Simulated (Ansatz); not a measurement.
Isolated molecules relaxed with PBE0-D4/def2-TZVP in Ansatz; ΔE leaves out vibrations. CCSD(T)/CBS is the MP2 limit (def2-TZVPP, def2-QZVPP) plus CCSD(T) − MP2 in def2-TZVPP, frozen cores. This one scheme is used for every species. DFT in def2-TZVPP. B3LYP here is the variant with VWN-RPA as its local correlation; programs differ in this. Each species was taken in one conformer, which may not be the lowest.

Consider the formal exchange of groups at a C–O bond: `C=C=C(S)O[SiH3]` + CH₄ → `C=C=C(C)S` + `O[SiH3]`.

| level | ΔE (kJ/mol) | difference from CCSD(T)/CBS |
| --- | --- | --- |
| PBE-D4 | -34.5 | 10.9 |
| r2SCAN-D4 | -36.2 | 9.2 |
| PBE0-D4 | -39.6 | 5.8 |
| B3LYP-D4 | -33.7 | 11.7 |
| ωB97M-V | -40.4 | 5.0 |
| PBE | -38.3 | 7.1 |
| r2SCAN | -37.5 | 7.9 |
| B3LYP | -39.6 | 5.8 |
| HF/def2-TZVPP | -47.1 | -1.7 |
| MP2/def2-TZVPP | -46.7 | -1.3 |
| CCSD/def2-TZVPP | -45.1 | 0.3 |
| CCSD(T)/def2-TZVPP | -42.5 | 2.9 |
| HF/def2-QZVPP | -47.2 | -1.8 |
| MP2/def2-QZVPP | -48.4 | -3.0 |
| SCS-MP2/def2-QZVPP | -46.9 | -1.5 |
| CCSD/CBS(def2) | -48.0 | -2.6 |
| CCSD(T)/CBS | -45.4 | 0 |

Largest T1 diagnostic among the species: 0.013.

From PBE to PBE0 (25 % exact exchange), in def2-TZVPP and without D4, ΔE moves by −4.9 kJ/mol. The D4 term adds +5.9 kJ/mol with B3LYP and +3.6 kJ/mol with PBE0; it sums over pairs of atoms, weighted by their polarisabilities, and B3LYP, whose exchange is more repulsive, gets the larger term.
